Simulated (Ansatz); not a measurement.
Program: Ansatz. Geometries: PBE0-D4/def2-TZVP. ΔE: electronic, gas phase. CBS: MP2 limit from def2 TZ/QZ plus the TZ coupled-cluster correction, frozen cores. One conformer a species, not always the lowest.

`F[C@H]1O[C@H]1[SiH3]` + `F[SiH2]B[SiH3]` → `[SiH3]B[SiH2][SiH3]` + `F[C@@H]1O[C@H]1F`  (formal exchange of groups at the Si–C bond)

```json
{"species": "`F[C@H]1O[C@H]1[SiH3]`", "CCSD(T)/CBS(def2) energy (Eh)": "-543.09368"}
{"species": "`F[SiH2]B[SiH3]`", "CCSD(T)/CBS(def2) energy (Eh)": "-706.36214"}
{"species": "`[SiH3]B[SiH2][SiH3]`", "CCSD(T)/CBS(def2) energy (Eh)": "-897.38687"}
{"species": "`F[C@@H]1O[C@H]1F`", "CCSD(T)/CBS(def2) energy (Eh)": "-352.00556"}
```

**Question.** Work out ΔE.

**Answer.** ΔE = (-897.38687) + (-352.00556) − (-543.09368) − (-706.36214) = 0.06339 Eh = +166.4 kJ/mol.

Largest T1 diagnostic among the species: 0.015.

From PBE to PBE0 (25 % exact exchange), in def2-TZVPP and without D4, ΔE moves by +8.7 kJ/mol. The D4 term adds −3.5 kJ/mol with B3LYP and −2.2 kJ/mol with PBE0; it sums over pairs of atoms, weighted by their polarisabilities, and B3LYP, whose exchange is more repulsive, gets the larger term. In def2-TZVPP, CCSD(T) changes the Hartree–Fock value by −20.4 kJ/mol (the triples alone add −4.6 kJ/mol) and MP2 by −6.9 kJ/mol.

B3LYP here is the variant with VWN-RPA as its local correlation; programs differ in this.
